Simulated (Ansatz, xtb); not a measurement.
## Relaxing a trial structure of ClH4NOSi

The starting geometry of this gas-phase singlet was built from a drawn formula by distance geometry and a force field; its bonds are those of `[NH3+][Si-](O)Cl`.

```xyz
8

Cl    1.3403    0.0577   -2.3881
N     1.0356    2.0787   -0.2282
O    -0.4211   -0.0522   -0.0513
Si    1.1782    0.3961   -0.4121
H     1.8610    2.5336   -0.5845
H     0.2220    2.3811   -0.7888
H     0.8820    2.3013    0.7838
H    -0.6850   -0.9186   -0.4574
```

Task: Predict what it relaxes into with r2SCAN-D4/def2-SVP.

Result: It keeps its links, though one stretches towards breaking, and is `[NH3+][Si-](O)Cl`. Distances that change by over a tenth: N2–Si4 (1.70 → 2.05 Å).

The energy falls by 1.61 eV over 13 steps:

| step | E − E(last) (eV) |
| --- | --- |
| 1 | 1.610 |
| 2 | 0.491 |
| 4 | 0.082 |
| 5 | 0.042 |
| 6 | 0.013 |
| 8 | 0.002 |
| 9 | 0.001 |
| 10 | 0.000 |
| 12 | 0.000 |
| 13 | 0.000 |

Final geometry (Å):

```xyz
8

Cl    1.5547    0.3763   -2.5227
N     1.0257    2.0532   -0.2240
O    -0.4724   -0.0130   -0.3066
Si    1.2362    0.0212   -0.3828
H     1.8219    2.5564   -0.6220
H     0.1955    2.2725   -0.7863
H     0.8623    2.3790    0.7321
H    -0.8111   -0.8679   -0.0142
```

From the same start GFN2-xTB reaches the same bonding as this run.

The end wasn't checked by frequencies. Run with Ansatz 0.2.0, 23 s on 2 threads of AMD EPYC 7R43 64-Core Processor (Zen 3), with other jobs on the host.
